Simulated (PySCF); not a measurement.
Species: C5H10FN.
Numbering: `[CH3:1][C:2]1([CH3:3])[NH:4][C@@H:5]1[CH2:6][F:7]` (hydrogens: H8, H9, H10 on C1; H11, H12, H13 on C3; H14 on N4; H15 on C5; H16, H17 on C6)

Structure used (GFN2-xTB), in Å, numbered top down from 1:
```xyz
17
C5H10FN angstrom
C     -0.7893    1.3943   -0.0829
C     -0.5279   -0.0866    0.0888
C     -1.5593   -0.9713   -0.5780
N      0.0301   -0.4796    1.3656
C      0.8667   -0.6004    0.1882
C      2.0696    0.3062    0.1224
F      2.3247    0.6638   -1.1835
H     -0.2718    1.9602    0.6852
H     -0.4506    1.7257   -1.0623
H     -1.8552    1.5935    0.0045
H     -1.6077   -0.7463   -1.6415
H     -1.3108   -2.0246   -0.4587
H     -2.5414   -0.7953   -0.1417
H     -0.3145   -1.3614    1.7298
H      1.0574   -1.5919   -0.2183
H      2.9692   -0.2010    0.4872
H      1.9037    1.2266    0.6853
```

The geometry is computed with GFN2-xTB (gas phase).

Masses are those of the commonest isotopes; rigid-rotor values at the optimised geometry. The values belong to one conformer with, in the numbering `[CH3:1][C:2]1([CH3:3])[NH:4][C@@H:5]1[CH2:6][F:7]`, N4–C5–C6–F7 -147°.

Q: What are A, B and C (cm⁻¹)?

A: Ia = 123.35, Ib = 277.51, Ic = 301.60 u·Å²; 505379 MHz·u·Å²/I gives 4097, 1821 and 1676 MHz, that is A = 0.13666, B = 0.06075, C = 0.05589 cm⁻¹.

Q: Classify the top.

A: An asymmetric top; Ray's κ = -0.880.

Q: What does the inertial defect say?

A: Not planar: Δ = Ic − Ia − Ib = -99.26 u·Å². For a rigid frame Δ = −2 Σ m c², so Σ m c² = 49.63 u·Å² lies off the ab plane: 14.02 from hydrogen and 35.61 from heavier atoms. The atom farthest from that plane is 1.83 Å away.

Q: Give the other two planar moments, Paa and Pbb, and the rms extents of the mass along the axes.

A: Paa = Σ m a² = (Ib + Ic − Ia)/2 = 227.88 and Pbb = Σ m b² = (Ia + Ic − Ib)/2 = 73.72 u·Å². With the mass M = 103.08 u, the rms extents √(P/M) along a, b and c are 1.49, 0.85, 0.69 Å.

Not checked by GFN2-xTB frequencies. No vibrational averaging or centrifugal distortion is included, and the geometry carries the error of its method.
